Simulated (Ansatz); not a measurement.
Consider the homolysis of the Ga–H bond: `[Cl][GaH2]` → `[Cl][GaH]`• + H•.

Isolated molecules relaxed with PBE0-D4/def2-TZVP in Ansatz; ΔE leaves out vibrations. CBS: MP2 limit from def2 TZ/QZ plus the TZ coupled-cluster correction, frozen cores. This one scheme is used for every species, atoms too. DFT in def2-TZVPP. B3LYP here is the variant with VWN-RPA as its local correlation; programs differ in this. No spin–orbit coupling; open shells (•) take unrestricted orbitals. For Ga outer-core shells are correlated without core-valence functions, so the limit isn't a true one: a few kJ/mol of doubt a bond, and 10 to 20 or more in all where bonds break to atoms. Scalar relativity is left out up to krypton.

```json
{"level": "BLYP-D4", "ΔE (kJ/mol)": "328.9", "difference from CCSD(T)/CBS": "-29.7"}
{"level": "CAM-B3LYP-D4", "ΔE (kJ/mol)": "346.1", "difference from CCSD(T)/CBS": "-12.5"}
{"level": "PBE-QIDH", "ΔE (kJ/mol)": "341.1", "difference from CCSD(T)/CBS": "-17.5"}
{"level": "BLYP", "ΔE (kJ/mol)": "325.5", "difference from CCSD(T)/CBS": "-33.1"}
{"level": "B3LYP", "ΔE (kJ/mol)": "336.3", "difference from CCSD(T)/CBS": "-22.3"}
{"level": "r2SCAN0", "ΔE (kJ/mol)": "335.2", "difference from CCSD(T)/CBS": "-23.4"}
{"level": "LC-ωPBE", "ΔE (kJ/mol)": "342.0", "difference from CCSD(T)/CBS": "-16.6"}
{"level": "HF/def2-TZVPP", "ΔE (kJ/mol)": "265.3", "difference from CCSD(T)/CBS": "-93.3"}
{"level": "CCSD(T)/def2-TZVPP", "ΔE (kJ/mol)": "349.9", "difference from CCSD(T)/CBS": "-8.7"}
{"level": "HF/CBS(def2)", "ΔE (kJ/mol)": "265.5", "difference from CCSD(T)/CBS": "-93.1"}
{"level": "CCSD(T)/CBS", "ΔE (kJ/mol)": "358.6", "difference from CCSD(T)/CBS": "0"}
```

(1) What do rigid-rotor, harmonic-oscillator terms from PBE0-D4/def2-TZVP frequencies (298.15 K, 1 bar) make of the CCSD(T)/CBS value? (An estimate is asked.)

Largest T1 diagnostic among the species: 0.015.

Results:

(1) Ansatz gave: ΔZPE = -21.8 kJ/mol, ΔH = +342.4 kJ/mol, ΔS = 120 J/(mol·K), ΔG = +306.5 kJ/mol. Open shells count their whole term as degenerate.

From BLYP to BHLYP (50 % exact exchange), in def2-TZVPP and without D4, ΔE moves by +14.7 kJ/mol. At CCSD(T), def2-SVP lies −19.5 kJ/mol from the extrapolated value and def2-TZVPP −8.7 kJ/mol: correlation converges slowly with the basis, and small sets miss more of it in the bonded molecule than in its fragments. In def2-TZVPP, CCSD(T) changes the Hartree–Fock value by +84.6 kJ/mol (the triples alone add +0.2 kJ/mol) and MP2 by +75.6 kJ/mol; breaking electron pairs costs correlation energy, which Hartree–Fock lacks.
